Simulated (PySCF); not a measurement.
Correlation energy of Sr (strontium, neutral)

[Kr] 5s2, closed-shell 1S. Calculation: PySCF 2.14, in x2c-QZVPPall (13s8p7d3f2g, 111 functions); scalar relativity by spin-free X2C-1e. Frozen: [Kr]; 2 electrons correlated.

With two correlated electrons CCSD is exact within the correlated space (frozen core and kept virtual orbitals).

| level | correlation energy (mhartree) |
| --- | --- |
| CCSD | -25.93 |

Diagnostics: T1 = 0.017, D1 = 0.0241, largest double amplitude 0.110.

Cost of the coupled-cluster step: of the order of 10 core-seconds, for 2 correlated electrons.
